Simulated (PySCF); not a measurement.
# Be: excitation energy

Be [He] 2s2 (1S) → Be [He] 2s1 3s1 (3S), as a difference of total energies. Calculation: PySCF 2.14, in dyall-av2z (11s7p2d, 42 functions); the non-relativistic Hamiltonian (point nucleus). Correlated levels: valence: 1s2 frozen; virtual orbitals above 40 to 60 times the deepest correlated orbital energy dropped. The calculations carry no spin-orbit coupling.

| method | excitation energy (eV) | error (eV) |
| --- | --- | --- |
| UHF | 5.336 | -1.121 |
| LDA | 6.064 | -0.393 |
| PBE | 6.013 | -0.444 |
| PBE0 | 6.015 | -0.442 |
| r2SCAN | 5.949 | -0.508 |
| B97-3 | 6.181 | -0.276 |
| wB97X-V | 6.262 | -0.195 |
| BHandHLYP | 6.193 | -0.264 |
| MN15 | 6.250 | -0.207 |
| MP2 (valence) | 6.033 | -0.424 |
| SCS-MP2 (valence) | 6.219 | -0.238 |

Reference: 6.457 eV (measured; NIST levels).

Errors of the correlated levels include the incompleteness of this basis and the frozen core.
